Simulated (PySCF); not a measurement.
# Mayer bond orders and bond lengths

Species: C4H8ClFO2S.
Numbering: `[CH3:1][CH2:2][C@:3]([CH3:4])([F:5])[S:6](=[O:7])(=[O:8])[Cl:9]` (hydrogens: H10, H11, H12 on C1; H13, H14 on C2; H15, H16, H17 on C4)

Geometry (GFN2-xTB, Å), atoms numbered from 1 in this order:
```xyz
17
C4H8ClFO2S angstrom
C      1.7822    0.2132    0.5469
C      1.0250    0.1702   -0.7737
C     -0.4321   -0.2034   -0.6120
C     -0.7809   -1.4768    0.1041
F     -1.0548   -0.1351   -1.8297
S     -1.2367    1.1855    0.3308
O     -0.8996    2.4459   -0.2424
O     -1.0507    1.0071    1.7367
Cl    -3.2060    0.8630   -0.0305
H      1.8527   -0.7751    0.9939
H      1.2887    0.8797    1.2485
H      2.7905    0.5807    0.3743
H      1.0511    1.1545   -1.2474
H      1.4900   -0.5457   -1.4584
H     -1.8382   -1.6919   -0.0414
H     -0.1960   -2.3130   -0.2759
H     -0.5921   -1.3469    1.1663
```

Bond orders from the PBE0/pcSseg-1 density (PySCF). Isolated species at its GFN2-xTB geometry (one conformer only).

**Question.** Where do the orders between heavy atoms depart from those drawn in the SMILES?

**Answer.** The largest departure is 0.272, at S6–O8 (drawn double, 1.728). Drawn single, order below 0.88: C3–S6 (0.740) and S6–Cl9 (0.855).

**Question.** Give the Mayer order of every bond, beside its length.

**Answer.** 
```
  bond  drawn as  length (Å)  Mayer order
 C1–C2    single       1.523        1.044
 C2–C3    single       1.513        1.003
 C3–C4    single       1.502        0.988
 C3–F5    single       1.369        0.888
 C3–S6    single       1.862        0.740
 S6–O7    double       1.425        1.766
 S6–O8    double       1.429        1.728
S6–Cl9    single       2.028        0.855
C1–H10    single       1.087        0.958
C1–H11    single       1.086        0.947
C1–H12    single       1.087        0.961
C2–H13    single       1.093        0.922
C2–H14    single       1.094        0.933
C4–H15    single       1.089        0.941
C4–H16    single       1.089        0.948
C4–H17    single       1.087        0.933
```

By pair of heavy elements: C–C: lowest C3–C4 (0.988, 1.502 Å), highest C1–C2 (1.044, 1.523 Å); in 2 of the 3 pairs the longer bond (by over 0.003 Å) has the higher order (by 0.02 or more). O–S: lowest S6–O8 (1.728, 1.429 Å), highest S6–O7 (1.766, 1.425 Å).

**Question.** Sum the orders of all bonds at each heavy atom with more than one neighbour and set the sums beside the valence in the SMILES.

**Answer.** C1 3.910 (drawn 4), C2 3.902 (drawn 4), C3 3.619 (drawn 4), C4 3.810 (drawn 4), S6 5.089 (drawn 6). Orders between atoms that aren't bonded are not in these sums.

Mayer orders depend on the basis set.
